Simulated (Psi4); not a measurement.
A dimer, CH4 ··· C3H9Al (SMILES C and [CH3][Al]([CH3])[CH3]), singlet; the first 5 atoms form monomer A.

```
18

C      0.0000     0.0000     0.0000
H      0.0293    -0.7910     0.7481
H     -0.2224     0.9498     0.4845
H     -0.7732    -0.2229    -0.7340
H      0.9662     0.0642    -0.4985
C     -0.1333     3.2589     3.7643
Al    -0.9352     3.9501     2.1072
C     -2.8558     3.7014     1.7666
C      0.1830     4.8916     0.7919
H      0.6674     2.5303     3.5395
H     -0.8547     2.7637     4.4347
H      0.3527     4.0704     4.3365
H     -3.1950     4.1193     0.8047
H     -3.4609     4.1688     2.5653
H     -3.1229     2.6287     1.7779
H      0.1282     4.4012    -0.1974
H     -0.1808     5.9239     0.6347
H      1.2464     4.9539     1.0753
```

Problem. What interaction energy does SAPT0/jun-cc-pVDZ, frozen core (Psi4) give, and which attractive term is the largest?

Solution. Total -1.09 kJ/mol: electrostatics 0.75, exchange 0.64, induction -0.35, dispersion -2.13. The most attractive term is dispersion.
